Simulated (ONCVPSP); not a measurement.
# Zn, ONCV: configuration errors across variants

zinc, optimised norm-conserving Vanderbilt (ONCV), made with ONCVPSP 4.0.1 (BLYP, scalar-relativistic). Core [Ne], reference 3s2 3p6 3d10 4s2. Waves: 3s+4s: rc 1.35 bohr, ncon 4, nbas 7, qcut 7.7 1/bohr, 2 projectors; 3p: rc 0.70 bohr, ncon 4, nbas 8, qcut 12.9 1/bohr, 3 projectors, debl 0.7 Ha; 3d: rc 1.30 bohr, ncon 4, nbas 9, qcut 13.5 1/bohr, 1 projector; f scattering state at 0.19 Ha: rc 1.40 bohr, ncon 3, nbas 6, qcut 7.5 1/bohr, 2 projectors, debl 1 Ha. Local part: polynomial inside 0.50 bohr (lpopt 5, dvloc0 1 Ha). Core correction: Teter function, fcfact 5.75, rcfact 1.4.

In the p channel the program set the typed energies aside and used -3.058, 0.250, 0.950 Ha.

All-electron excitation energies from the reference (eV): (1) 3s2 3p6 3d10 4s1 9.940; (2) 3s2 3p6 3d10 4s0 28.596; (3) 3s2 3p6 3d9 4s0 69.141; (4) 3s2 3p6 3d9 4s2 17.812.

1 further variants failed, have other tests or too few solved ones, and are left out.

A true bound ghost makes a file unfit for plane-wave use even where its test errors are small: the radial tests pick states by their node count and pass the ghost by.

Errors AE − PS in meV (a dash: test not solved or not reliable):

```tsv
change	(1)	(2)	(3)	(4)	bound ghosts	GHOST(+) flags above zero
base	0.0	+1.9	-27	+9.8	p	s, f
all radii but the core radius scaled by about 0.78 (s 1.06, p 0.54, d 1.02, f 1.10 bohr); local potential polynomial inside 0.40 bohr (lpopt 5, dvloc0 1 Ha)	-0.2	+0.5	-18	+0.8	p	s, p, f
all radii but the core radius scaled by about 0.86 (s 1.16, p 0.60, d 1.12, f 1.20 bohr); local potential polynomial inside 0.44 bohr (lpopt 5, dvloc0 1 Ha)	-0.1	+0.9	-21	+2.8	p	s, p, f
all radii but the core radius scaled by about 1.05 (s 1.42, p 0.74, d 1.36, f 1.46 bohr); local potential polynomial inside 0.52 bohr (lpopt 5, dvloc0 1 Ha)	+0.1	+2.4	-28	+13	p	s, f
all radii but the core radius scaled by about 1.22 (s 1.64, p 0.86, d 1.58, f 1.70 bohr); local potential polynomial inside 0.60 bohr (lpopt 5, dvloc0 1 Ha)	+0.5	+4.2	-34	+30	none	p, f
```

Q: Give the same row for: all radii but the core radius scaled by about 1.14 (s 1.54, p 0.80, d 1.48, f 1.60 bohr); local potential polynomial inside 0.58 bohr (lpopt 5, dvloc0 1 Ha).

A: +0.3, +3.3, -31, +21; bound ghosts: none; GHOST(+) flags above zero: s, f.
